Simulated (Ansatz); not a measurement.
Species: InCl$_{2}$, charge 0, multiplicity 2. It need not be the lowest isomer of its formula. SMILES: [Cl][In][Cl]
Geometry from a B3LYP-D3(BJ)/def2-TZVP (Ansatz, a program for electronic structure) optimisation:
```
In
Cl 1 2.3859
Cl 1 2.3859 2 119.92
```
Charge 0, spin multiplicity 2.

Wanted: vertical ionisation energy (to the singlet state of charge +1; each state is the SCF solution reached for its spin), in eV. Cores are frozen in the correlated levels unless marked. UHF or UKS for open shells. Spin-orbit coupling is left out. Frozen are the shells of the preceding noble gas and the d and f shells that filled before the atom's block. In def2 rows, elements after Kr have scalar-relativistic effective core potentials. CBS marks a two-point X^-3 extrapolation of the correlation energy; Hartree-Fock from the larger set. [CCSD(T)-MP2]/basis is that difference in the basis named.

| level | program | vertical ionisation energy (eV) |
|---|---|---|
| SVWN5/def2-TZVPD | Ansatz | 9.31 |
| BHLYP/def2-TZVPD | Ansatz | 9.33 |
| wB97X-V/def2-TZVPD | Ansatz | (withheld) |
| B2PLYP/def2-TZVPD | Ansatz | 9.11 |
| SCS-MP2/def2-SVPD | Ansatz | 8.94 |
| RI-MP2/CBS(def2-TZVPPD,def2-QZVPPD)+[CCSD(T)-MP2]/def2-TZVPPD | Ansatz | (withheld) |

Problem. Complete the blanks.

Solution. 
- wB97X-V/def2-TZVPD, vertical ionisation energy (eV): 9.30
- RI-MP2/CBS(def2-TZVPPD,def2-QZVPPD)+[CCSD(T)-MP2]/def2-TZVPPD, vertical ionisation energy (eV): 8.96
